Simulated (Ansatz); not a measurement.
This geometry of BClH₂O₂Si (7 atoms, charge 0, multiplicity 1) is a first-order saddle point.

All numbers below come from RKS B3LYP-D4/6-31G* in Ansatz.

```xyz
7
Properties=species:S:1:pos:R:3
O -0.610 1.298 1.163
Si -0.636 0.211 -0.081
O 0.477 -1.152 0.115
B 0.898 -0.455 -0.963
Cl 2.263 -0.713 -2.016
H -0.308 1.003 2.033
H -2.023 -0.260 -0.297
```

Q: Which two structures does it join? (They come from a converged band through this point; their orientation in space is the band's.)

A: No bond is made or broken. The dihedral H6–O1–Si2–O3 goes from -98 to 65°.

Image 0:

```xyz
7
Properties=species:S:1:pos:R:3
O -0.217 1.234 1.275
Si -0.493 0.209 0.011
O 0.498 -1.265 -0.014
B 0.894 -0.505 -1.052
Cl 2.128 -0.756 -2.257
H -0.822 1.179 2.030
H -1.927 -0.165 -0.040
```

Image 6:

```xyz
7
Properties=species:S:1:pos:R:3
O -0.716 0.985 1.423
Si -0.682 0.118 0.020
O 0.371 -1.307 -0.009
B 0.845 -0.456 -0.941
Cl 2.228 -0.584 -1.999
H 0.104 1.424 1.689
H -2.088 -0.248 -0.229
```

Q: How far does it lie above each of them?

A: 2.0 kcal/mol above the first and 3.3 kcal/mol above the second. This is the barrier of this one path; another mechanism may lie lower.

The run took 2.9 min on 1 thread of Arm Neoverse V1, on a shared host, peak memory 0.17 GiB.
